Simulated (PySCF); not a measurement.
Write Cartesian coordinates for `C=C[C@H](F)C(=C)Cl` as optimised with GFN2-xTB.

```
atom  x, y, z in Å
C1     2.100    0.164   -0.629
C2     1.239   -0.321    0.244
C3    -0.142   -0.805   -0.110
F4    -0.354   -0.739   -1.468
C5    -1.189    0.020    0.600
C6    -1.962    0.925    0.030
Cl7   -1.271   -0.314    2.296
H8     1.861    0.232   -1.677
H9     3.076    0.501   -0.328
H10    1.465   -0.397    1.298
H11   -0.254   -1.864    0.167
H12   -1.888    1.108   -1.027
H13   -2.686    1.491    0.587
```

Any rigid rotation of these coordinates is as good. Atoms count from 1 in this order. Of the pairs four or more bonds apart, F4···H8 is among the closest relative to their van der Waals radii: 2.43 Å, 91 % of the sum of Bondi's values. The 4 C–C bonds span 1.318 Å (C1=C2, drawn double) to 1.510 Å (C3–C5, drawn single), a spread of 0.192 Å.

Bonds between heavy atoms (Å): C1=C2 1.318, C2–C3 1.506, C3–F4 1.376, C3–C5 1.510, C5=C6 1.319, C5–Cl7 1.731.

Computed geometry: GFN2-xTB, gas phase.

Point group: C1 (no symmetry element, even within 0.4 Å). No GFN2-xTB frequencies stand behind this structure, so it isn't proved a minimum. One conformer, not necessarily the lowest (C1–C2–C3–F4 3°, C2–C3–C5–C6 106°).
